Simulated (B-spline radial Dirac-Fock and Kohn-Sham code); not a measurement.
What relativity does to the binding energies of Ne

System: neutral neon in the configuration 1s2 2s2 2p6.

Both columns are ΔSCF binding energies of the configuration average from a radial finite-basis atomic code: non-relativistic Hartree-Fock with a point nucleus, and Dirac-Fock with a finite nucleus and the Coulomb interaction alone, averaged over the two j levels with weights 2j+1.

| shell | Hartree-Fock (eV) | Dirac-Fock (eV) | shift (eV) | shift (%) |
| --- | --- | --- | --- | --- |
| 1s | 868.6 | 869.8 | +1.17 | +0.13 |
| 2s | 49.31 | 49.45 | +0.14 | +0.28 |
| 2p | 19.84 | 19.82 | -0.02 | -0.11 |

Relativity binds 1s, 2s more strongly, among those listed most of all 2s in relative terms, and 2p more weakly.

Values without a named source are computed, but for edge energies of neutral atoms, which are taken from tables.
